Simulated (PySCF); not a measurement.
Isomers of C5H11B, one conformer each; single-point electronic energies without zero-point terms and without any empirical dispersion term.

Computed with PySCF at PBE0/def2-SVPD, non-relativistic, each on one gas-phase PBE0-D3(BJ)/def2-SVP geometry that isn't relaxed in the solvent. The solvent is an IEF-PCM continuum (cavity from Bondi-type radii × 1.2). Specific hydrogen bonds and non-electrostatic terms are outside this model.

```
              isomer  relative energy, gas (kJ/mol)  dipole (D)
       `C(BC)/C=C/C`                            0.0        0.53
         `CBC/C=C\C`                            7.3        0.65
       `B/C=C(\C)CC`                           25.1        2.47
 `B[C@@H]1CC[C@H]1C`                           58.6        0.76
`B[C@@H]1CC[C@@H]1C`                           64.4        0.83
     `BC[C@H](C)C=C`                           68.7        0.40
     `B[C@H](C)CC=C`                           80.4        0.79
```

**Question.** How do the relative energies look in cyclohexane (ε = 2.017)?

**Answer.** 
```json
{"isomer": "`C(BC)/C=C/C`", "relative energy, solvent (kJ/mol)": "0.0", "E(solvent) − E(gas) (kJ/mol)": "-3.1", "dipole in solvent (D)": "0.60"}
{"isomer": "`CBC/C=C\\C`", "relative energy, solvent (kJ/mol)": "6.8", "E(solvent) − E(gas) (kJ/mol)": "-3.5", "dipole in solvent (D)": "0.76"}
{"isomer": "`B/C=C(\\C)CC`", "relative energy, solvent (kJ/mol)": "24.7", "E(solvent) − E(gas) (kJ/mol)": "-3.5", "dipole in solvent (D)": "2.82"}
{"isomer": "`B[C@@H]1CC[C@H]1C`", "relative energy, solvent (kJ/mol)": "59.9", "E(solvent) − E(gas) (kJ/mol)": "-1.8", "dipole in solvent (D)": "0.84"}
{"isomer": "`B[C@@H]1CC[C@@H]1C`", "relative energy, solvent (kJ/mol)": "65.7", "E(solvent) − E(gas) (kJ/mol)": "-1.8", "dipole in solvent (D)": "0.91"}
{"isomer": "`BC[C@H](C)C=C`", "relative energy, solvent (kJ/mol)": "68.7", "E(solvent) − E(gas) (kJ/mol)": "-3.1", "dipole in solvent (D)": "0.43"}
{"isomer": "`B[C@H](C)CC=C`", "relative energy, solvent (kJ/mol)": "80.1", "E(solvent) − E(gas) (kJ/mol)": "-3.3", "dipole in solvent (D)": "0.91"}
```

The order is unchanged. Conformers: `[CH3:1][BH:2][CH2:3]/[CH:4]=[CH:5]/[CH3:6]` with C1–B2–C3–C4 156°, B2–C3–C4–C5 -127°; `[CH3:1][BH:2][CH2:3]/[CH:4]=[CH:5]\[CH3:6]` with C1–B2–C3–C4 159°, B2–C3–C4–C5 100°; `[BH2:1]/[CH:2]=[C:3](\[CH3:4])[CH2:5][CH3:6]` with C2–C3–C5–C6 104°; `[BH2:1][C@@H:2]1[CH2:3][CH2:4][C@H:5]1[CH3:6]` with H–B1–C2–C3 -32° and 151°, B1–C2–C3–C4 -148°, C2–C3–C4–C5 17°, C3–C4–C5–C6 -140°, B1–C2–C5–C4 149°; `[BH2:1][C@@H:2]1[CH2:3][CH2:4][C@@H:5]1[CH3:6]` with H–B1–C2–C3 -37° and 148°, B1–C2–C3–C4 -147°, C2–C3–C4–C5 14°, C3–C4–C5–C6 102°, B1–C2–C5–C4 146°; `[BH2:1][CH2:2][C@H:3]([CH3:4])[CH:5]=[CH2:6]` with H–B1–C2–C3 -14° and 169°, B1–C2–C3–C4 -68°, C2–C3–C5–C6 -119°; `[BH2:1][C@H:2]([CH3:3])[CH2:4][CH:5]=[CH2:6]` with H–B1–C2–C3 -30° and 156°, B1–C2–C4–C5 -56°, C2–C4–C5–C6 123°. The gains span 1.7 kJ/mol, the gas-phase energies 80.4 kJ/mol.
